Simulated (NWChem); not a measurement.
System: CH$_{5}$AlO$_{2}$; SMILES [CH3][Al]([OH])[OH]

NWChem input:

```
start job
memory heap 200 mb stack 900 mb global 1100 mb
geometry units angstroms noautosym nocenter noautoz
  Al    -0.007806    -0.043943     0.001563
  C     -0.187187    -1.970711     0.000684
  H      0.235575    -2.400762    -0.922042
  H     -1.239398    -2.284586     0.071360
  H      0.364591    -2.419414     0.842343
  O     -1.415464     0.917398    -0.000907
  H     -1.483242     1.871929    -0.004859
  O      1.558185     0.628757     0.001936
  H      1.813582     1.550811    -0.002172
end
basis spherical
  Al library def2-svp
  C library def2-svp
  H library def2-svp
  O library def2-svp
end
dft
  xc b3lyp
  iterations 150
  mulliken
end
task dft energy
esp
  recalculate
  probe 0.07
  range 0.3
  factor 1.0
  spacing 0.02
end
task esp
```

Excerpt of the output:

```
             Northwest Computational Chemistry Package (NWChem) 7.3.0
             --------------------------------------------------------

                             Geometry "geometry" -> ""
                             -------------------------

 Output coordinates in angstroms (scale by  1.889725989 to convert to a.u.)

  No.       Tag          Charge          X              Y              Z
 ---- ---------------- ---------- -------------- -------------- --------------
    1 Al                  13.0000    -0.00780600    -0.04394300     0.00156300
    2 C                    6.0000    -0.18718700    -1.97071100     0.00068400
    3 H                    1.0000     0.23557500    -2.40076200    -0.92204200
    4 H                    1.0000    -1.23939800    -2.28458600     0.07136000
    5 H                    1.0000     0.36459100    -2.41941400     0.84234300
    6 O                    8.0000    -1.41546400     0.91739800    -0.00090700
    7 H                    1.0000    -1.48324200     1.87192900    -0.00485900
    8 O                    8.0000     1.55818500     0.62875700     0.00193600
    9 H                    1.0000     1.81358200     1.55081100    -0.00217200

 Effective nuclear repulsion energy (a.u.)     157.6780950364

                                 NWChem DFT Module
                                 -----------------

 Summary of "ao basis" -> "ao basis" (spherical)
 ------------------------------------------------------------------------------
       Tag                 Description            Shells   Functions and Types
 ---------------- ------------------------------  ------  ---------------------
 Al                         def2-svp                 8       18   4s3p1d
 C                          def2-svp                 6       14   3s2p1d
 H                          def2-svp                 3        5   2s1p
 O                          def2-svp                 6       14   3s2p1d

            General Information
            -------------------
          SCF calculation type: DFT
          Wavefunction type:  closed shell.
          No. of atoms     :     9
          No. of electrons :    40
           Alpha electrons :    20
            Beta electrons :    20
          Charge           :     0
          Spin multiplicity:     1
          Use of symmetry is: off; symmetry adaption is: off
          Maximum number of iterations: 150
          AO basis - number of functions:    85
                     number of shells:    41
          Convergence on energy requested:  1.00D-06
          Convergence on density requested:  1.00D-05
          Convergence on gradient requested:  5.00D-04

              XC Information
              --------------
                         B3LYP Method XC Potential
                     Hartree-Fock (Exact) Exchange  0.200
                        Slater Exchange Functional  0.800 local
                    Becke 1988 Exchange Functional  0.720 non-local
              Lee-Yang-Parr Correlation Functional  0.810
                  VWN I RPA Correlation Functional  0.190 local

             Grid Information
             ----------------
          Grid used for XC integration:  medium
          Radial quadrature: Mura-Knowles
          Angular quadrature: Lebedev.
          Tag              B.-S. Rad. Rad. Pts. Rad. Cut. Ang. Pts.
          ---              ---------- --------- --------- ---------
          Al                  1.25       88           8.0       590
          C                   0.70       49          11.0       434
          H                   0.35       45          12.0       434
          O                   0.60       49          11.0       434
          Grid pruning is: on
          Number of quadrature shells:   460
          Spatial weights used:  Erf1

      Superposition of Atomic Density Guess
      -------------------------------------

 Sum of atomic energies:        -431.29493052

      Non-variational initial energy
      ------------------------------

 Total energy =    -432.537771
 1-e energy   =    -908.127687
 2-e energy   =     317.911822
 HOMO         =      -0.406907
 LUMO         =      -0.022185

     ---------------------------------------------
      Total Density - Mulliken Population Analysis
     ---------------------------------------------

    Atom       Charge   Shell Charges
 -----------   ------   -------------------------------------------------------
    1 Al  13    11.68   2.00  1.99  0.68  0.07  5.93  0.53  0.24  0.24
    2 C    6     6.67   1.99  0.96  0.30  2.11  1.29  0.01
    3 H    1     0.86   0.65  0.18  0.03
    4 H    1     0.86   0.65  0.18  0.03
    5 H    1     0.86   0.65  0.18  0.03
    6 O    8     8.89   1.99  1.11  0.64  3.15  2.00  0.00
    7 H    1     0.65   0.52  0.07  0.06
    8 O    8     8.89   1.99  1.11  0.64  3.15  2.00  0.00
    9 H    1     0.65   0.52  0.07  0.06

   convergence    iter        energy       DeltaE   RMS-Dens  Diis-err
 ---------------- ----- ----------------- --------- --------- ---------
 d= 0,ls=0.0,diis     1   -433.7994432660 -5.91D+02  1.66D-02  1.00D+00
 d= 0,ls=0.0,diis     2   -433.6881070729  1.11D-01  9.46D-03  2.30D+00
 d= 0,ls=0.0,diis     3   -433.9073268766 -2.19D-01  1.01D-03  1.75D-02
 d= 0,ls=0.0,diis     4   -433.9088528482 -1.53D-03  4.41D-04  1.80D-03
 d= 0,ls=0.0,diis     5   -433.9090588960 -2.06D-04  1.19D-04  2.37D-04
  Resetting Diis
 d= 0,ls=0.0,diis     6   -433.9090906362 -3.17D-05  1.85D-05  2.11D-06
 d= 0,ls=0.0,diis     7   -433.9090907874 -1.51D-07  1.61D-05  1.02D-06
 d= 0,ls=0.0,diis     8   -433.9090905737  2.14D-07  1.02D-05  3.28D-06
 d= 0,ls=0.0,diis     9   -433.9090908865 -3.13D-07  7.31D-07  3.99D-09

         Total DFT energy =     -433.909090886461
      One electron energy =     -913.333768057445
           Coulomb energy =      365.020028013653
    Exchange-Corr. energy =      -43.273445879111
 Nuclear repulsion energy =      157.678095036442

 Numeric. integr. density =       39.999999565757

                       DFT Final Molecular Orbital Analysis
                       ------------------------------------

 Vector   18  Occ=2.000000D+00  E=-3.037676D-01
              MO Center=  9.0D-02,  7.2D-01,  1.8D-03, r^2= 3.1D+00
   Bfn.  Coefficient  Atom+Function         Bfn.  Coefficient  Atom+Function
  ----- ------------  ---------------      ----- ------------  ---------------
    51      0.422476  6 O  px                70      0.401859  8 O  px
    54      0.306021  6 O  px                73      0.289433  8 O  px
    71     -0.193475  8 O  py                74     -0.142150  8 O  py
    52      0.117337  6 O  py                11      0.088841  1 Al px
    55      0.084604  6 O  py                 8     -0.082025  1 Al px

 Vector   19  Occ=2.000000D+00  E=-3.018156D-01
              MO Center= -1.6D-01, -1.5D+00,  2.0D-03, r^2= 1.8D+00
   Bfn.  Coefficient  Atom+Function         Bfn.  Coefficient  Atom+Function
  ----- ------------  ---------------      ----- ------------  ---------------
    23      0.455194  2 C  py                26      0.261445  2 C  py
     3      0.241619  1 Al s                  9     -0.212500  1 Al py
    21      0.159933  2 C  s                  2      0.158762  1 Al s
     6      0.136128  1 Al py                33     -0.109768  3 H  s
    38     -0.109229  4 H  s                 43     -0.109037  5 H  s

 Vector   20  Occ=2.000000D+00  E=-3.001291D-01
              MO Center=  9.7D-02,  7.6D-01, -5.0D-04, r^2= 2.8D+00
   Bfn.  Coefficient  Atom+Function         Bfn.  Coefficient  Atom+Function
  ----- ------------  ---------------      ----- ------------  ---------------
    72     -0.443520  8 O  pz                53      0.435729  6 O  pz
    75     -0.347810  8 O  pz                56      0.341516  6 O  pz
    17      0.077067  1 Al d  1

 Vector   21  Occ=0.000000D+00  E=-3.571444D-03
              MO Center=  4.3D-02,  3.6D-01,  3.0D-03, r^2= 5.8D+00
   Bfn.  Coefficient  Atom+Function         Bfn.  Coefficient  Atom+Function
  ----- ------------  ---------------      ----- ------------  ---------------
     4      1.211575  1 Al s                 21     -0.707743  2 C  s
    50     -0.424819  6 O  s                 69     -0.418097  8 O  s
    63      0.227138  7 H  s                 82      0.224496  9 H  s
    34      0.208398  3 H  s                 44      0.190156  5 H  s
    20     -0.154943  2 C  s                 49     -0.129690  6 O  s

 Vector   22  Occ=0.000000D+00  E= 2.173935D-02
              MO Center= -2.7D-02, -6.4D-02, -1.1D-03, r^2= 4.1D+00
   Bfn.  Coefficient  Atom+Function         Bfn.  Coefficient  Atom+Function
  ----- ------------  ---------------      ----- ------------  ---------------
    13      0.864946  1 Al pz                10      0.304275  1 Al pz
    56     -0.226666  6 O  pz                75     -0.222334  8 O  pz
    53     -0.213288  6 O  pz                34      0.211930  3 H  s
    72     -0.207782  8 O  pz                44     -0.205511  5 H  s
     7     -0.169262  1 Al pz                33      0.123220  3 H  s

 Vector   23  Occ=0.000000D+00  E= 7.391588D-02
              MO Center=  5.3D-01, -1.6D-01, -2.6D-02, r^2= 8.3D+00
   Bfn.  Coefficient  Atom+Function         Bfn.  Coefficient  Atom+Function
  ----- ------------  ---------------      ----- ------------  ---------------
    21      1.737329  2 C  s                 82      0.778331  9 H  s
    34     -0.704908  3 H  s                 44     -0.675781  5 H  s
    12      0.553953  1 Al py                69     -0.544058  8 O  s
     4     -0.533793  1 Al s                 39     -0.353819  4 H  s
    74     -0.284388  8 O  py                11      0.265763  1 Al px

     ---------------------------------------------
      Total Density - Mulliken Population Analysis
     ---------------------------------------------

    Atom       Charge   Shell Charges
 -----------   ------   -------------------------------------------------------
    1 Al  13    12.23   2.00  1.98  0.73 -0.00  5.92  0.80  0.46  0.34
    2 C    6     6.33   1.98  0.89  0.26  2.12  1.07  0.01
    3 H    1     0.96   0.73  0.21  0.03
    4 H    1     0.95   0.73  0.20  0.02
    5 H    1     0.96   0.73  0.20  0.03
    6 O    8     8.46   1.99  1.06  0.65  2.89  1.86  0.01
    7 H    1     0.82   0.68  0.07  0.07
    8 O    8     8.46   1.99  1.06  0.65  2.90  1.86  0.01
    9 H    1     0.82   0.68  0.07  0.07

     -------------------------------------------
      Total Density - Lowdin Population Analysis
     -------------------------------------------

    Atom       Charge   Shell Charges
 -----------   ------   -------------------------------------------------------
    1 Al  13    12.51   2.00  1.93  0.50  0.18  5.81  0.95  0.57  0.57
    2 C    6     6.30   1.96  0.59  0.34  1.89  1.48  0.04
    3 H    1     0.96   0.62  0.27  0.07
    4 H    1     0.96   0.62  0.27  0.07
    5 H    1     0.96   0.62  0.27  0.07
    6 O    8     8.23   1.97  0.87  0.60  2.72  2.06  0.01
    7 H    1     0.92   0.56  0.18  0.19
    8 O    8     8.23   1.97  0.86  0.60  2.73  2.07  0.01
    9 H    1     0.92   0.56  0.18  0.19

     Multipole analysis of the density
     ---------------------------------

     L   x y z        total         alpha         beta         nuclear
     -   - - -        -----         -----         ----         -------
     0   0 0 0     -0.000000    -20.000000    -20.000000     40.000000

     1   1 0 0      0.085232      0.412742      0.412742     -0.740251
     1   0 1 0      0.768097      3.887890      3.887890     -7.007684
     1   0 0 1     -0.006744     -0.019704     -0.019704      0.032664

     2   2 0 0    -26.033773    -89.574207    -89.574207    153.114641
     2   1 1 0      0.742221     -1.569887     -1.569887      3.881996
     2   1 0 1     -0.006314     -0.071368     -0.071368      0.136422
     2   0 2 0    -18.155330   -109.011468   -109.011468    199.867606
     2   0 1 1     -0.010984      0.004800      0.004800     -0.020585
     2   0 0 2    -21.088211    -13.338276    -13.338276      5.588340

                     NWChem Electrostatic Potential Fit Module
                     -----------------------------------------

 Atom parameters

 Number of atoms is                                    9
 Number of basis functions is                         85

 Grid parameters

 Maximum number of grid points is                  39768
 Number of grid points is                          39767
 Grid range                                     0.300000 nm
 Grid spacing                                   0.020000 nm
 Probe radius                                   0.070000 nm
 Atom radius factor                             1.000000

 Atomic radii

    1    0.100000
    6    0.147000
    8    0.136000
   13    0.195000
 FASTESP  F
  using M.O. file = ./job.movecs

    Atom              Coordinates                           Charge

                                                  ESP

    1 Al   -0.000781   -0.004394    0.000156    1.049839
    2 C    -0.018719   -0.197071    0.000068   -0.419994
    3 H     0.023558   -0.240076   -0.092204    0.073143
    4 H    -0.123940   -0.228459    0.007136    0.069108
    5 H     0.036459   -0.241941    0.084234    0.072756
    6 O    -0.141546    0.091740   -0.000091   -0.827635
    7 H    -0.148324    0.187193   -0.000486    0.405516
    8 O     0.155819    0.062876    0.000194   -0.828299
    9 H     0.181358    0.155081   -0.000217    0.405566
                                            ------------
                                                0.000000

 Dipole moment                                  0.722859

 Quadrupole moment Qxx                        -12.539666
                   Qyy                          9.494681
                   Qzz                          3.044985

 RMS deviation kJ/mol                           0.042759

 RRMS %                                        18.177197
```

Level: B3LYP/def2-SVP. Geometry: optimised at PBE0/def2-SVP. B3LYP is NWChem's, with the RPA form of VWN correlation.
